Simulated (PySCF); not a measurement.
Pb (lead, neutral) across methods

[Xe] 4f14 5d10 6s1 6p2 6d1, one real determinant (an excited configuration). Computed with PySCF 2.14 in aug-cc-pVTZ-PP with ECP60MDF (6s5p4d2f, 55 functions), with a scalar-relativistic core potential.

```
method  E (hartree)  mean ε 6s α (eV)  mean ε 6p α (eV)  mean ε 6d α (eV)  Σ⟨r²⟩ (bohr²)   ⟨S²⟩
r2SCAN    -192.4506           -16.933            -7.258            -0.428          92.30  6.005
 B97-3    -192.3950           -17.746            -7.770            -0.792          93.02  6.001
   LDA    -192.0725           -16.538            -6.965            -0.474          91.51  6.001
  PBE0    -192.3658           -17.824            -7.888            -0.793          92.31  6.002
   PBE    -192.3857           -16.290            -6.853            -0.513          92.27  6.002
  BLYP    -192.3253           -16.009            -6.566            -0.346          92.69  6.001
 wB97X    -192.3709           -20.220            -9.768            -1.526          93.00  6.001
M06-2X    -192.2545           -19.735            -9.034            -0.991          92.16  6.002
```

(1) Estimate the same row for UHF.

⟨L²⟩ = 7.92 against 12 for a pure F term, so this real determinant mixes terms. Energies and moments cover only the electrons outside the core potential. Spin-orbit coupling is strong in this species (close to jj coupling), so the high-spin LS determinant is a model state, not a physical level. The outer electron is Rydberg-like, and this basis confines it to a smaller radius and binds it less than a complete one would.

## Answers

(1) E (hartree) = -191.42185; mean ε 6s α (eV) = -21.579; mean ε 6p α (eV) = -10.493; mean ε 6d α (eV) = -1.382; Σ⟨r²⟩ (bohr²) = 93.77; ⟨S²⟩ = 6.006.
